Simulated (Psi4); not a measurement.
Two rigid molecules brought together: N2 ··· H3N (SMILES N#N and N). Monomers: optimised at B3LYP-D3(BJ) (def2-TZVP), held rigid. Orientation: lowest of the rigid-body minima from ten starts at GFN2-xTB (searched outside a hard wall at short contacts). Only R, the distance of the centres of mass, is varied, so the lowest point isn't the relaxed dimer. The shortest distances reach bonding range, where SAPT0 and rigid monomers are unreliable.

Levels: MP2/aug-cc-pVDZ = Psi4 1.11 with DF-MP2/aug-cc-pVDZ, frozen core, counterpoise-corrected; MP2/aug-cc-pVTZ = Psi4 with DF-MP2/aug-cc-pVTZ, frozen core, counterpoise-corrected; CCSD(T)/aug-cc-pVDZ = DF-CCSD(T)/aug-cc-pVDZ, frozen core, counterpoise-corrected (Psi4).

Interaction energies in kJ/mol:

| R / Å | MP2/aug-cc-pVDZ | MP2/aug-cc-pVTZ |
|---|---|---|
| 2.09 | 252.98 | 237.70 |
| 2.34 | 122.44 | 113.34 |
| 2.54 | 65.00 | 59.40 |
| 2.72 | 35.17 | 31.66 |
| 2.96 | 14.17 | 12.29 |
| 3.13 | 6.70 | 5.45 |
| 3.39 | 1.28 | 0.57 |
| 3.75 | -0.92 | -1.29 |
| 4.20 | -1.09 | -1.25 |
| 4.93 | -0.58 | -0.61 |
| 5.92 | -0.21 | -0.21 |
| 7.25 | -0.06 | -0.06 |

Question: Estimate the CCSD(T)/aug-cc-pVDZ values at these points.

Answer: 2.09: 254.40; 2.34: 125.04; 2.54: 66.82; 2.72: 36.33; 2.96: 14.76; 3.13: 7.05; 3.39: 1.45; 3.75: -0.85; 4.20: -1.05; 4.93: -0.56; 5.92: -0.20; 7.25: -0.06 (kJ/mol).
